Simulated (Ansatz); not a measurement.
InH2(vinyl) (C2H5In). Total charge 0; triplet. Geometry PBE-D4/def2-TZVP, that of the neutral singlet; atoms count from 1.

Cartesian coordinates in Å:
```
In -1.226 -1.038 -0.012
H -2.835 -1.133 -0.658
H -0.518 -2.332 0.913
C 0.024 0.686 -0.322
C 1.268 0.741 0.179
H -0.336 1.546 -0.898
H 1.700 -0.078 0.764
H 1.923 1.608 0.033
```

In the def2 sets In takes a core potential; there is no spin–orbit coupling. At PBE0-D4/def2-TZVP a singlet of charge 0 lies 3.86 eV below the triplet at the same geometry.

(1) Estimate the Mulliken populations from the PBE0/def2-TZVP orbitals of Ansatz.

(2) Where does the spin sit?

(3) And the Mayer bond orders between bonded heavy atoms (over 0.3)?

Answers

(1) 
```json
{"atom": "In1", "charge (e)": "0.36", "spin (α − β)": "0.28"}
{"atom": "H2", "charge (e)": "-0.11", "spin (α − β)": "-0.02"}
{"atom": "H3", "charge (e)": "-0.12", "spin (α − β)": "-0.02"}
{"atom": "C4", "charge (e)": "-0.36", "spin (α − β)": "0.89"}
{"atom": "C5", "charge (e)": "-0.22", "spin (α − β)": "1.00"}
{"atom": "H6", "charge (e)": "0.16", "spin (α − β)": "-0.04"}
{"atom": "H7", "charge (e)": "0.15", "spin (α − β)": "-0.05"}
{"atom": "H8", "charge (e)": "0.14", "spin (α − β)": "-0.05"}
```
Mulliken values and Mayer orders depend strongly on the basis.

(2) Summed by element: In 0.28, H -0.18, C 1.89, of 2 unpaired in all. Largest on single atoms: C5 1.00, C4 0.89, In1 0.28.

(3) In1–C4 1.07 (2.15 Å); C4–C5 1.03 (1.34 Å).
